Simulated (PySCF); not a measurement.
Computed with PBE-D3(BJ)/def2-TZVP (PySCF). All species are isolated molecules in the gas phase. One relaxed conformer stands for a flexible species; it need not be the lowest. Delta-SCF ions had no search for a lower state. Excitations are Tamm–Dancoff values on a coarser integration grid. The basis has no diffuse functions, so Rydberg states are missing or too high.

Reference species (SMILES): `B=C(C)C` (neutral, multiplicity 1).

The vertical ionisation energy (Delta-SCF) is 8.05 eV. The T1 excitation (TDA) comes out as 2.11 eV and the S1–T1 gap (TDA) is 0.50 eV. The S1 oscillator strength is 0.000.

Changed species: `BC(=C)C`.

Problem. What does the change do to the vertical ionisation energy (Delta-SCF), T1 excitation (TDA), S1–T1 gap (TDA) and S1 oscillator strength?

Solution. the vertical ionisation energy (Delta-SCF) rises by 2.01 eV, to 10.06 eV; the T1 excitation (TDA) rises by 1.12 eV, to 3.23 eV; the S1–T1 gap (TDA) increases by 1.07 eV, to 1.57 eV; the S1 oscillator strength is nearly the same.
